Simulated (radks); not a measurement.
These are the eigenvalues of the occupied orbitals of an atom or ion with whole-number occupations (eV). All-electron calculation, scalar-relativistic Kohn-Sham, LDA (Slater exchange, Perdew-Wang correlation), spin-polarised, spherical densities, finite nucleus; Fermi nuclear charge, rms radius of each element as measured or else 0.836 A^(1/3) + 0.57 fm. Program: a radial shooting solver on a logarithmic mesh with Libxc functionals.

orbital  eigenvalue
1s up     -63210.09
1s down   -63210.08
2s up     -10795.17
2s down   -10795.13
2p up     -9507.796
2p down   -9507.764
3s up     -2477.951
3s down   -2477.420
3p up     -2091.469
3p down   -2090.938
3d up     -1625.819
3d down   -1625.403
4s up     -525.3912
4s down   -524.3924
4p up     -398.2847
4p down   -397.3082
4d up     -232.2651
4d down   -231.3143
5s up      -97.2411
5s down    -96.7515
5p up      -66.3001
5p down    -65.8830
4f up      -49.3038
4f down    -48.4213
6p up      -21.6829

Which element is it, and in what charge state? The configuration may be excited. Open shells, if any, are filled with parallel spins first.

Answer. Z = 71, lutetium, charge +3: Lu3+ in [Xe] 4f13 6p1. The list shows which subshells hold electrons but not how many an open one holds; the 1s level, -2322.9 hartree, gives Z - s = 68.2 by -(Z - s)^2/2, which with screening and relativity narrows Z to a few neighbours, and the depths of the outer levels then fix element, charge and occupations together.
